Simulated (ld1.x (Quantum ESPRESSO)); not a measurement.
molybdenum: excitation energies, all-electron against TM

```json
{"Element": "molybdenum", "Generator": "ld1.x (Quantum ESPRESSO) 7.5", "Type": "norm-conserving Troullier–Martins (Kleinman–Bylander form)", "Functional": "LDA (PZ)", "Relativity": "scalar-relativistic", "Frozen core": "[Ar] 3d10 4s2", "Valence charge": "12", "Reference configuration": "4p6 4d4 5s2 5p0", "Partial waves": "5s (bound): rc 2.25 bohr; 4p (bound): rc 1.45 bohr; 4d (bound): rc 2.20 bohr; 4f channel at 0.05 Ry: rc 2.20 bohr", "Local potential": "the f channel", "Core correction": "Bessel-smoothed model core inside 0.75 bohr"}
```

Energies are relative to the spin-unpolarised reference configuration 4p6 4d4 5s2 5p0; without spin polarisation the order of configurations can differ from experiment. Spin-polarised rows fill each open shell by Hund’s rule, majority spin first. The frozen-core shift is the all-electron ΔE with the core orbitals held at their reference shape minus the fully relaxed ΔE.

```tsv
valence configuration	charge	ΔE all-electron (eV)	error AE − PS (meV)	frozen-core shift (meV)
4p6 4d5 5s1 5p0	0	-0.139	-19	+6.7
4p6 4d5 5s0 5p0	+1	7.047	-48	+10
4p6 4d4 5s0 5p0	+2	22.750	-19	+3.5
4p6 4d3 5s0 5p0	+3	49.711	+19	+21
4p6 4d5.5 5s0.5 5p0	0	0.171	-38	+11
4p5 4d5 5s1 5p0	+1	43.953	-37	+31
4p6 4d4 5s1 5p0	+1	8.123	-3.2	+1.2
4p6 4d4 5s2 5p0 (spin-polarised)	0	-2.152	+69	+3.3
```

What are ΔE and the potential's error for 4p6 4d5 5s1 5p0 (spin-polarised)?

ΔE = -4.062 eV all-electron; the error (AE − PS) is +85 meV.

Note: ghost state, extra bound levels that the all-electron valence spectrum of the same l lacks: s at -68.2 eV. A true bound ghost makes a file unfit for plane-wave use.
